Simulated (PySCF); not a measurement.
**PmH3(NH3) at several levels of theory**

Computed with PySCF 2.14.0 (density fitting, no spin-orbit coupling) at the geometry relaxed with PBE0:

```xyz
8
PmH3(NH3) (singlet in the valence; each metal's 4f electrons, 4 of them, lie in its core potential, out of spins and levels)
Pm    0.2549   -0.2549    0.2549
H     1.2575    1.2828    1.2575
H    -1.2828   -1.2575    1.2575
H     1.2575   -1.2575   -1.2828
N    -1.2351    1.2351   -1.2351
H    -1.8464    1.8464   -0.6892
H    -0.6892    1.8464   -1.8464
H    -1.8464    0.6892   -1.8464
```

```tsv
level	basis	state	HOMO (eV)	gap (eV)	charge on Pm1 (e)	population of f-type functions on Pm1 (polarisation alone where 4f lies in the core)	dipole about the centre of mass (D)	largest force component (eV/Å)
PBE0	Pm lcecp-1-SVP with ECP50, H def2-SVP, N def2-SVP	singlet	-6.12	5.51	0.59	0.03	5.75	0.00
PBE0	Pm lcecp-1-TZVP with ECP50, H def2-TZVP, N def2-TZVP	singlet	-6.16	5.45	0.78	0.04	5.64	0.22
```

In the lcecp rows the 4f levels are missing from HOMO and gap, and the state counts the valence alone.

Charges are Mulliken's, which hang on the basis. The relaxation used the grid (50, 194), these runs (75, 302) or, all-electron (x2c bases, spin-free X2C Hamiltonian), (99, 590).

Q: A further run in the first row's basis gives HOMO (eV) -9.05, gap (eV) 10.73, charge on Pm1 (e) 1.00, population of f-type functions on Pm1 (polarisation alone where 4f lies in the core) 0.03, dipole about the centre of mass (D) 5.90, largest force component (eV/Å) 0.58. Which level was it?
A. HF
B. r2SCAN

A: A. The others give HOMO -5.20 eV (r2SCAN).

In the first row's basis the gap widens with exact exchange: 4.0 eV for r2SCAN (none); 5.5 eV for PBE0 (a fixed share); 10.7 eV for Hartree–Fock (rising or full at long range).

An lcecp potential fixes the number of 4f electrons, so in runs with it no electron can move into or out of that shell.
